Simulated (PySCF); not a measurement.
# Computed records: BH3NO, BFH4NSi

Computed with PySCF 2.14.0. Calculation on a computer-drawn molecule: the log of a Hartree-Fock and frozen-core CCSD(T) single point meant for a local Hartree-Fock minimum, with one planted fault or none, to be diagnosed. Offsets are logged minus clean, where the clean run is the same molecule without the fault. The reference is restricted for singlets and unrestricted otherwise, and also for a bond in bohr or an excited solution. Adding or removing an electron swaps singlet and doublet. The excited solution moves the top pair (singlet) or top alpha electron (doublet) to the lowest empty orbital. Highest occupied and lowest empty are orbital energies over both spins, largest force is the largest gradient component, triples share is (T) over the correlation energy, the T1 limit is 0.02 restricted and 0.045 unrestricted, electrons count all cores, a negative frequency is imaginary (commonest isotopes), and the dipole is about the centre of nuclear charge.

Common to all runs: meant multiplicity 1; logged SCF converged yes; logged spin squared 0; possible faults no fault, one electron removed, one electron added, multiplicity raised by two, geometry at a saddle point, SCF held on an excited solution, minimal basis STO-3G, one bond length entered in bohr, all coordinates scaled.

```json
{"entry": 1, "formula": "BH3NO", "logged_structure": {"atoms_angstrom": [["N", -0.2017, -0.5086, 2.7896], ["B", -0.5708, -1.4649, 1.705], ["O", -1.7319, -1.5834, 1.1782], ["H", 0.7561, -0.2387, 2.8814], ["H", -0.8231, 0.2642, 2.9268], ["H", 1.3326, -2.7846, 1.1268]]}, "given": {"meant_charge": -1, "meant_basis": "aug-cc-pVDZ", "logged_electrons": 24, "logged_basis_functions": 96, "logged_highest_occupied [eV]": -3.1185, "logged_lowest_empty [eV]": 3.8152, "logged_largest_force [hartree/bohr]": 0.066437, "logged_T1_diagnostic": 0.023432, "logged_D1_diagnostic": 0.07131, "logged_triples_share": 0.038235, "logged_CC_converged": "yes", "logged_dipole_magnitude [debye]": 7.7311, "logged_SCF_stable_within_its_kind": "yes", "logged_energy_HF [hartree]": -155.75123, "logged_energy_CCSD(T) [hartree]": -156.28434, "drawn_bonds_atom": [1, 2, 1, 1, 2], "drawn_bonds_other_atom": [2, 3, 4, 5, 6], "drawn_bonds_order": [1, 1, 1, 1, 1]}, "results": {"planted_fault": "one bond length entered in bohr, row 5 of the drawn bonds", "HF_energy_offset_from_clean_run [kcal/mol]": 52.58, "CCSD(T)_energy_offset_from_clean_run [kcal/mol]": 47.31}}
{"entry": 2, "formula": "BH3NO", "logged_structure": {"atoms_angstrom": [["N", -0.2017, -0.5086, 2.7896], ["B", -0.5708, -1.4649, 1.705], ["O", -1.7319, -1.5834, 1.1782], ["H", 0.7561, -0.2387, 2.8814], ["H", -0.8231, 0.2642, 2.9268], ["H", 0.4365, -2.1633, 1.399]]}, "given": {"meant_charge": -1, "meant_basis": "aug-cc-pVDZ", "logged_electrons": 24, "logged_basis_functions": 96, "logged_highest_occupied [eV]": 0.60782, "logged_lowest_empty [eV]": -2.336, "logged_largest_force [hartree/bohr]": 0.030492, "logged_CC_converged": "no", "logged_dipole_magnitude [debye]": 6.6168, "logged_SCF_stable_within_its_kind": "no", "logged_energy_HF [hartree]": -155.3985, "drawn_bonds_atom": [1, 2, 1, 1, 2], "drawn_bonds_other_atom": [2, 3, 4, 5, 6], "drawn_bonds_order": [1, 1, 1, 1, 1]}, "results": {"planted_fault": "SCF held on an excited solution", "HF_energy_offset_from_clean_run [kcal/mol]": 273.9}, "notes": ["CCSD not converged", "highest electron not bound in this basis"]}
{"entry": 3, "formula": "BFH4NSi", "logged_structure": {"atoms_angstrom": [["N", -0.1848, 2.2206, 0.6602], ["B", 0.666, 1.246, 0.8184], ["Si", 0.2331, -0.1933, 2.0972], ["F", 1.2325, -1.2982, 2.2622], ["H", -0.0003, 2.9357, 0.0439], ["H", -1.0264, 2.3278, 1.1056], ["H", 1.6604, 1.1345, 0.2815], ["H", -0.8696, -0.419, 2.9321]]}, "given": {"meant_charge": 1, "meant_basis": "cc-pV(D+d)Z", "logged_electrons": 38, "logged_basis_functions": 85, "logged_highest_occupied [eV]": -17.769, "logged_lowest_empty [eV]": -5.4999, "logged_largest_force [hartree/bohr]": 0.049107, "logged_T1_diagnostic": 0.016344, "logged_D1_diagnostic": 0.058995, "logged_triples_share": 0.023765, "logged_CC_converged": "yes", "logged_dipole_magnitude [debye]": 3.6676, "logged_SCF_stable_within_its_kind": "yes", "logged_energy_HF [hartree]": -469.63243, "logged_energy_CCSD(T) [hartree]": -470.19268, "drawn_bonds_atom": [1, 2, 3, 1, 1, 2, 3], "drawn_bonds_other_atom": [2, 3, 4, 5, 6, 7, 8], "drawn_bonds_order": [1, 1, 1, 1, 1, 1, 1]}, "results": {"planted_fault": "all coordinates scaled, by -4.3 %", "HF_energy_offset_from_clean_run [kcal/mol]": 10.58, "CCSD(T)_energy_offset_from_clean_run [kcal/mol]": 15.31}}
```
